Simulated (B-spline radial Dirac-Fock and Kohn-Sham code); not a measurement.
These are calculated numbers from a radial finite-basis atomic code; the model is relaxed Dirac-Fock hole states (ΔSCF) with Breit and QED corrections and a finite nucleus. No correlation.

**Question.** Identify the element and charge state from the binding energies below (tabulated ground configuration; the least bound level is included).

```
level  binding energy (eV)
    K              68223.8
   L1              14081.7
   L2              13561.7
   L3              12371.5
   M1               5131.1
   M2               4910.6
 M4,5               4270.6
```

**Answer.** Hf⁴⁸⁺: Z = 72 with 24 electrons, [Ar] 3d6. The hydrogen-like estimate √(E/Ry) = 70.8 for the K level lies 1.2 below Z (screening lowers it, relativity raises it); the outermost level, at 4270.6 eV, fixes the charge.
